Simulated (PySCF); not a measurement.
A structure optimised at PBE-D3(BJ)/def2-SVP, used in a PySCF frequency run:

```xyz
8

Ga     0.1826     0.2326     0.2241
F      1.5692     1.2465     0.5575
F     -1.0933     0.1358     1.4330
O      0.0668    -0.6781    -1.2977
C     -1.0624    -1.5028    -1.5772
H     -1.5636    -1.1448    -2.5028
H     -0.7233    -2.5470    -1.7523
H     -1.8166    -1.5172    -0.7600
```

Q: Write its SMILES and formula.

A: C[O][Ga]([F])[F], CH3F2GaO

Q: What are its rotational constants (standard atomic weights)?

A: 5.7116, 2.5634, 1.7898 GHz
